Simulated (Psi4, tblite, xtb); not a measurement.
C2HF2Ge (SMILES C#[C][Ge]([F])[F]): the electronic atomisation energy, rung by rung

C2HF2Ge has 6 atoms, charge 0, and is taken as a doublet. SMILES: `C#[C][Ge]([F])[F]`. The shape is that of a PBE0-D4/def2-TZVP optimisation.

Each level gives the electronic atomisation energy (eV). The values are calculated. Electronic energies at fixed atoms, without zero-point motion or spin-orbit coupling.

```tsv
level	kind	program	value (eV)	CPU time (all runs)
GFN2-xTB	semi-empirical	tblite	25.87	under 2 s
GFN1-xTB	semi-empirical	tblite	28.91	under 2 s
GFN0-xTB	semi-empirical	xtb	24.11	under 2 s
UM06-2X/6-31G* (spherical functions)	hybrid meta-GGA	Psi4	25.06	100 s
U-wB97M-V/6-31G* (spherical functions)	range-separated hybrid	Psi4	25.04	5.3 min
U-wB97X/6-31G* (spherical functions)	range-separated hybrid	Psi4	24.88	90 s
UCAM-B3LYP/6-31G* (spherical functions)	range-separated hybrid	Psi4	24.87	99 s
```

All-electron rows without a relativistic Hamiltonian named are non-relativistic. The values span 24.11 to 28.91 eV. GFN0-xTB: no spin polarisation, so open shells miss the exchange term that lowers them. Times are those of the runs behind each value, whatever else they computed, on shared processors of several kinds: orders of magnitude only.
